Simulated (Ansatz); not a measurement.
Job for Ansatz (a first-principles code): U-CCSD(T)/def2-TZVPP on MnH, 2S+1 = 7, a spin state set in the input, which need not be the lowest, a point of a bond scan (R = 1.727 Å).

Ansatz 0.2 input:
```yaml
crystal:
  periodic: [false, false, false]
  atoms:
    - {symbol: Mn, position_ang: [0.00000000, 0.00000000, 0.00000000]}
    - {symbol: H, position_ang: [0.00000000, 0.00000000, 1.72730400]}
basis:
  gaussian:
    orbitals: def2-TZVPP
magnetization: {spin_polarized: true, initial_magnetization: 6}
correlation: {method: ccsd_t, electrons: valence}
output: {orbitals: {seedname: ./end}}
```

It printed:

```
WARN ansatz: RAYON_NUM_THREADS=2 ignored (pool sized by the plan → 2); use --threads N
Functional definition: HF
integrals: 0.08 GiB planned
531 factors; integrals over basis functions are off by at most 7.6e-4 eV
mean field: 0.15 GiB planned
mean field evaluation 1: about -31302.9666 eV, gradient 1.1e1 eV
mean field evaluation 2: about -31302.9733 eV, gradient 1.1e1 eV
mean field evaluation 4: about -31303.8903 eV, gradient 2.2e0 eV
mean field evaluation 8: about -31304.0086 eV, gradient 9.0e-2 eV
mean field evaluation 16: about -31299.1380 eV, gradient 4.1e0 eV
mean field evaluation 32: about -31301.7049 eV, gradient 1.0e0 eV
mean field evaluation 64: about -31301.7865 eV, gradient 2.1e-1 eV
mean field -31304.00868156 eV, -1150.4011004280 hartree, gradient 3.7e-6 eV, S^2 12.004443; 1 other end points of the search recorded, 0 dependent functions left out
determinant -31304.00868156 eV, -1150.4011004280 hartree, with singles and doubles -31316.44201553 eV, -1150.8580170241 hartree
determinant -31301.78336054 eV, -1150.3193213890 hartree, with singles and doubles -31314.04417010 eV, -1150.7698978297 hartree
5 core orbitals not correlated
reference -31304.00868156 eV, -1150.4011004280 hartree; 11, 5 occupied and 62, 68 virtual orbitals, 531 factors
second order -12.15627530 eV of doubles, -0.00000000 eV of singles
coupled cluster: 0.29 GiB planned
cycle   1  -12.43551825 eV  change   -2.2e-3 eV  update   1.6e-3
cycle   2  -12.43765377 eV  change   -2.1e-3 eV  update   1.2e-3
cycle   3  -12.43767762 eV  change   -2.4e-5 eV  update   6.0e-4
cycle   4  -12.43746434 eV  change    2.1e-4 eV  update   2.6e-4
cycle   5  -12.43789355 eV  change   -4.3e-4 eV  update   8.1e-5
cycle   6  -12.43795807 eV  change   -6.5e-5 eV  update   3.8e-5
cycle   7  -12.43788817 eV  change    7.0e-5 eV  update   1.9e-5
cycle   8  -12.43788592 eV  change    2.2e-6 eV  update   4.5e-6
perturbative correction -0.28348280 eV, -0.0104178007 hartree
Total energy: -31316.73005028 eV, -1150.8686021057 hartree
```

The calculation finished and met its thresholds.

Cost: roughly 13 core-seconds.
